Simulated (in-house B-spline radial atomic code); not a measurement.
# Excitations of Al3+ by several methods

Full response, energies in eV; labels give the largest channel, * marks a mixed state, a dash one above the method's threshold, and an imaginary frequency an unstable closed-shell reference. Computed with an all-electron radial atomic-structure program (B-spline basis): linear response of the closed shell [He] 2s2 2p6 with each method's own kernel (bare exchange for TDHF, static screening on G0W0 levels for BSE, the adiabatic kernel for functionals); scalar-relativistic (spin-free one-electron X2C), finite nucleus, no spin-orbit coupling, no double excitations, S, P, D and F terms only. Only terms of natural parity with L up to 3 were computed.

| method | 2p → 3s 3P | 2p → 3s 1P | 2p → 3p 3S | α (bohr³) |
| --- | --- | --- | --- | --- |
| TDHF | ? | ? | ? | ? |
| BSE on G0W0@HF | 76.83 | 77.79 | 83.51 | 0.2632 |
| LDA VWN5 | 71.64 | 72.31 | 78.36 | 0.2832 |
| PBE | 70.96 | 71.74 | 77.71 | 0.2828 |
| PBE0 | 73.00 | 73.84 | 79.71 | 0.2773 |
| B3LYP (VWN-RPA) | 71.78 | 72.71 | 78.65 | 0.2789 |
| CAM-B3LYP | ? | ? | ? | ? |
| LC-wPBE | 70.67 | 71.44 | 77.48 | 0.2828 |
| wB97X | 73.14 | 73.83 | 79.36 | 0.2774 |
| HSE06 | 73.01 | 73.85 | 79.74 | 0.2775 |
| BHandHLYP | 73.68 | 74.75 | 80.46 | 0.2732 |
| BLYP | 69.90 | 70.83 | 76.80 | 0.2834 |
| PBEsol | 71.14 | 71.90 | 77.81 | 0.283 |
| BP86 | 71.68 | 72.35 | 78.40 | 0.2818 |
| LDA exchange-only | 70.27 | 71.11 | 76.64 | 0.2868 |
| B97-1 | 72.90 | 73.66 | 79.55 | 0.2777 |
| RPBE | 70.64 | 71.42 | 77.46 | 0.283 |
| OLYP | 69.67 | 70.57 | 76.70 | 0.2806 |

What does TDHF give?

2p → 3s 3P: 77.74; 2p → 3s 1P: 78.83; 2p → 3p 3S: 83.95; α: 0.2649 (eV, bohr³).

What does CAM-B3LYP give?

2p → 3s 3P: 71.39; 2p → 3s 1P: 72.31; 2p → 3p 3S: 78.26; α: 0.2795 (eV, bohr³).
